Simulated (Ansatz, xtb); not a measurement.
Relative energy of two isomers of C3HN3S

We compare I, `N#Cc1cnsn1`, a singlet, with II, `N#Cc1ncns1`, a singlet. Both are isolated molecules in the gas phase, relaxed with r2SCAN-D4/def2-SVP.

Energies in hartree; the thermal terms are from r2SCAN-D4/def2-SVP harmonic frequencies (ideal gas, rigid rotor, one conformer each, 298.15 K, 1 atm) and include the zero-point energy:

|  | I | II |
| --- | --- | --- |
| E, CCSD(T)/def2-SVP | −675.710548 | −675.718160 |
| E, MP2/def2-SVP | −675.650701 | −675.657214 |
| E, MP2/def2-TZVPP | −676.347663 | −676.348314 |
| zero-point energy | 0.042067 | 0.042345 |
| H(298 K) − E | 0.048382 | 0.048672 |
| G(298 K) − E | 0.012236 | 0.012483 |

Question: Correct the CCSD(T) difference for the basis set by the MP2 change, then work out ΔE, ΔE₀, ΔH and ΔG for I → II in kcal/mol (1 Eh = 627.51 kcal/mol) and the equilibrium ratio [II]/[I].

Answer: 1. Differences II − I: CCSD(T) −0.007612, MP2 in the small set −0.006513, MP2 in the large set −0.000651 Eh.
2. ΔE = −0.007612 + (−0.000651 − (−0.006513)) = −0.001750 Eh = −1.10 kcal/mol.
3. ΔE₀ = ΔE + ΔZPE = −0.001750 + (+0.000278) Eh = −0.92 kcal/mol.
4. ΔH = ΔE + (+0.000290) Eh = −0.92 kcal/mol.
5. ΔG = ΔE + (+0.000247) Eh = −0.94 kcal/mol, so ΔS = (ΔH − ΔG)/T = +0.4 J/(mol K).
6. kT = 0.9442 mEh, so K = [II]/[I] = exp(−ΔG/kT) = exp(+1.59) ≈ 4.9.

The two are too close for this level to say which is favoured. An error of 1 kcal/mol in ΔG would change K by a factor of 5.4. The basis-set step is large, which makes the value less sure. Mirror images and further conformers aren't counted.

As drawn, II has 1 C∷N, 1 C∷S in place of 1 C∷C, 1 N∷S (∷ is an aromatic bond).

Other levels gave ΔE = −2.9 (GFN2-xTB); −3.4 (HF/STO-3G, GFN2-xTB geometries); −5.4 (r2SCAN-D4/def2-SVP//GFN2-xTB); −5.0 (r2SCAN-D4/def2-SVP); −6.0 (HF/def2-SVP); −4.1 (MP2/def2-SVP); −4.8 (CCSD(T)/def2-SVP) kcal/mol. The correlated steps freeze 11 core orbitals. Programs: Ansatz 0.2.0, xtb 6.7.1.
